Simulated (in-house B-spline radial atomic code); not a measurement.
**Ionising Mg IX (Mg8+) with different functionals**

Computed with a radial B-spline atomic code at the basis-set limit: non-relativistic Hamiltonian, point nucleus, spin-polarised at highest spin, spherical fractional occupations for the functionals, and exact exchange of hybrids averaged over the configuration. The ionisation energy is the difference of two self-consistent energies, [He] 2s2 → [He] 2s1, without Breit or QED terms; ε is the level of the shell that loses the electron (its least bound occupied spin orbital).

```
   method                    rung  ΔSCF (eV)  -ε(2s) (eV)
     PBE0           global hybrid     325.14       312.95
    B3LYP           global hybrid     325.25       312.30
    TPSSh           global hybrid     325.22       311.24
   M06-2X           global hybrid     325.89       317.15
BHandHLYP           global hybrid     324.90       316.87
  r2SCAN0           global hybrid     324.17       313.51
    B97-1           global hybrid     325.49       312.42
    HSE06  range-separated hybrid     325.14       312.51
    wB97X  range-separated hybrid     323.33       315.28
CAM-B3LYP  range-separated hybrid     325.10       314.27
  LC-wPBE  range-separated hybrid     325.41       314.93
```

(1) Among the functionals, which spreads more, the ΔSCF values or the orbital energies?

(2) How do they compare with the NIST value?

Answers

(1) The orbital energies: ΔSCF values span about 2.56 eV and the orbital energies 5.91 eV.

(2) NIST lists 327.99 eV ± 0.04 (semi-empirical, ground level to ground level). Errors run from -4.66 to -2.10 eV; M06-2X is closest (-2.10 eV), but part of that can be cancellation, since the calculations leave out relativity, Breit-QED terms, the near-degeneracy of s² and p².
